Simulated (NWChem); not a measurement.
System: ZrHSF$_{3}$; SMILES [F][Zr]([F])([SH])[F]

Input file for NWChem:

```
start job
memory heap 200 mb stack 900 mb global 1100 mb
geometry units angstroms noautoz
  Zr     0.002659    -0.268276     0.117407
  F     -1.414274    -0.832737     1.240961
  F      1.658294    -1.033134     0.619148
  F     -0.489069    -0.730894    -1.652630
  S      0.243353     2.157372     0.280222
  H     -1.038873     2.347872    -0.116647
end
basis spherical
  Zr library def2-svpd
  F library def2-svpd
  S library def2-svpd
  H library def2-svpd
end
ecp
  Zr library def2-ecp
end
dft
  xc xpbe96 cpbe96
  iterations 150
  mulliken
end
task dft energy
```

Coordinates come from a PBE0/def2-SVP optimisation. def2 effective core potentials on Zr; no spin-orbit coupling.

**Question.** Give the results of this calculation. (PBE/def2-SVPD with def2 effective core potentials on Zr.) Quantities: basis functions; energy (Ha); highest occupied level (eV); orbital gap (eV); dipole (D).

**Answer.** 
- number of basis functions: 138
- energy (Ha): -744.92
- highest occupied level (eV): -7.03
- orbital gap (eV): 4.12
- dipole (D): 0.52
